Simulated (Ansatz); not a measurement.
Calculated with Ansatz (gas phase, PBE0-D4/def2-TZVP geometries, no zero-point term in ΔE). CCSD(T)/CBS is the MP2 limit (def2-TZVPP, def2-QZVPP) plus CCSD(T) − MP2 in def2-TZVPP, frozen cores. DFT in def2-TZVPP. Elements past krypton have def2 core potentials. For Ge, In outer-core shells are correlated without core-valence functions, which leaves a few kJ/mol of doubt a bond. Scalar relativity is left out up to krypton. Each species was taken in one conformer, which may not be the lowest.

Consider the redistribution: `F[SiH2]S[SiH](F)F` + `[Cl][In]([Cl])[GeH3]` → `F[SiH](F)S[SiH2]Cl` + `[F][In]([Cl])[GeH3]`.

`F[SiH2]S[SiH](F)F`:

Z-matrix (Å, degrees):
```
Si
S 1 2.135
F 1 1.592 2 110.3
H 1 1.476 2 106.3 3 116.8
H 1 1.477 2 110.5 3 -119.7
Si 2 2.107 1 98.8 3 91.0
F 6 1.584 2 111.1 1 72.3
F 6 1.585 2 110.7 1 -45.1
H 6 1.469 2 110.0 1 -166.9
```

`[Cl][In]([Cl])[GeH3]`:

Cartesian coordinates in Å:
```
Cl -1.002 -2.687 -1.535
In -0.959 -0.892 -0.055
Cl -2.830 -0.916 1.327
Ge 0.924 0.876 0.050
H 0.441 2.078 0.868
H 1.282 1.306 -1.378
H 2.144 0.234 0.723
```

`F[SiH](F)S[SiH2]Cl`:

```xyz
9

F     1.305   -1.317    0.786
Si    1.183    0.231    1.100
F     0.185    0.347    2.325
S     0.456    1.280   -0.575
Si   -1.168   -0.015   -1.089
Cl   -0.591   -1.443   -2.432
H     2.493    0.768    1.496
H    -2.184    0.842   -1.732
H    -1.680   -0.692    0.121
```

`[F][In]([Cl])[GeH3]`:

```xyz
7

F     1.346   -0.978   -2.362
In    0.190   -1.042   -0.795
Cl   -0.702   -3.178   -0.624
Ge   -0.164    1.007    0.730
H     1.153    1.284    1.465
H    -0.541    2.208   -0.145
H    -1.281    0.700    1.733
```

| level | ΔE (kJ/mol) |
| --- | --- |
| r2SCAN0 | 98.5 |
| RPA@PBE/def2-TZVPP | 96.4 |
| MP2/def2-TZVPP | 99.0 |
| MP2/def2-QZVPP | 96.5 |

Question: What does CCSD(T)/CBS give? (Best estimate.)

Answer: The calculation gave: +95.1 kJ/mol. The listed levels differ from it by 3.4, 1.3, 3.9, 1.4 kJ/mol.

Largest T1 diagnostic among the species: 0.014.

At CCSD(T), def2-SVP lies −5.2 kJ/mol from the extrapolated value and def2-TZVPP +4.0 kJ/mol. From PBE to PBE0 (25 % exact exchange), in def2-TZVPP and without D4, ΔE moves by +8.8 kJ/mol.
